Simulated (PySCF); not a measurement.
Excitations are Tamm–Dancoff values on a coarser integration grid. The basis has no diffuse functions, so Rydberg states are missing or too high.

Cartesian coordinates (Å):
```xyz
8

O     -2.0401     1.2520    -0.3056
Si    -1.5504    -0.1740    -0.0709
C      0.1792    -0.6562     0.1056
Si     1.4302     0.5106     0.0152
H     -2.4718    -1.3305     0.0373
H      0.4275    -1.6998     0.2706
H      1.1689     1.9385    -0.2056
H      2.8564     0.1593     0.1534
```
Charge 0, spin multiplicity 1.

### Question
What S1 excitation (TDA), S1–T1 gap (TDA), LUMO, T1 excitation (TDA), HOMO, total energy, brightest of the four lowest singlets (TDA) and HOMO–LUMO gap does TPSSh-D3(BJ)/def2-TZVP // B3LYP-D3(BJ)/def2-TZVP (PySCF) give?

### Answer

| Item | Value |
|---|---|
| S1 excitation (TDA) | 3.27 eV |
| S1–T1 gap (TDA) | 0.68 eV |
| LUMO | -2.97 eV |
| T1 excitation (TDA) | 2.60 eV |
| HOMO | -6.73 eV |
| total energy | -18906.43 eV |
| brightest of the four lowest singlets (TDA) | 5.14 eV |
| HOMO–LUMO gap | 3.77 eV |
